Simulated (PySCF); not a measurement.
Ge(H)(SH) (GeH₂S), SMILES [GeH][SH] (connectivity only; charge and spin as stated), neutral, multiplicity 1.

Geometry optimised at PBE0-D3(BJ)/def2-TZVP.

Calculation: PBE/def2-TZVPD in PySCF.

Isolated molecule, no solvent.

Computed frontier levels, gap, dipole moment and polarisability:
```yaml
highest_occupied_level: -6.00 eV
lowest_empty_level: -3.37 eV
orbital_gap: 2.63 eV
dipole_moment: 0.90 D
quadrupole, principal values (traceless, Buckingham form, about the centre of nuclear charge): -3.94, 1.13, 2.81 D·Å
mean_static_polarisability: 60.4 bohr³ (8.96 Å³)
polarisability_principal_values: 45.8, 55.7, 79.7 bohr³
```
